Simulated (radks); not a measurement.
Values are calculated unless marked as measured or tabulated.
Task: Os, configuration [Xe] 4f14 5d6 7s2 (not the ground configuration). Level of theory: scalar-relativistic Kohn-Sham, PBE, spin-polarised, spherical densities, point nucleus; open shells are filled with parallel spins first (spin-orbit coupling, left out, can overturn this in heavy ions) (a radial shooting solver on a logarithmic mesh with Libxc functionals). Some entries of the table are withheld. Estimate them.

orbital,occ.,eigenvalue (hartree),r(max) (bohr),<1/r> (bohr^-1)
1s down,1,-2715.372,0.01102,90.51
1s up,1,-2715.372,0.01102,90.51
2s up,1,-473.1475,0.06338,21.18
2s down,1,-473.1393,0.06338,21.18
2p up,3,-411.9774,0.05219,19.05
2p down,3,-411.9708,0.05219,19.05
3s up,1,-110.3354,0.1787,7.849
3s down,1,-110.3327,0.1787,7.849
3p up,3,-92.37815,0.1774,7.211
3p down,3,-92.37515,0.1774,7.212
3d up,5,-72.33593,0.1444,6.804
3d down,5,-72.33027,0.1445,6.804
4s up,1,-23.52185,0.4047,3.346
4s down,1,-23.51420,0.4048,3.346
4p up,3,-17.63294,0.4251,3.033
4p down,3,-17.62590,0.4251,3.032
4d up,5,-10.32687,0.4346,2.706
4d down,5,-10.31864,0.4346,2.707
5s up,1,-3.69317,0.9154,1.330
5s down,1,-3.62646,0.9117,1.340
4f up,7,-2.21271,0.4057,2.237
5p up,3,-2.20773,1.034,1.122
4f down,7,-2.19805,0.4056,2.244
5p down,3,-2.12114,1.028,1.133
5d up,5,-0.56067,(1),0.7636
5d down,1,-0.45816,(2),0.7585
7s up,1,-0.08619,6.335,0.1814
7s down,1,-0.08276,6.548,0.1757

Result: 
(1) 5d up r(max) (bohr): 1.353
(2) 5d down r(max) (bohr): 1.342
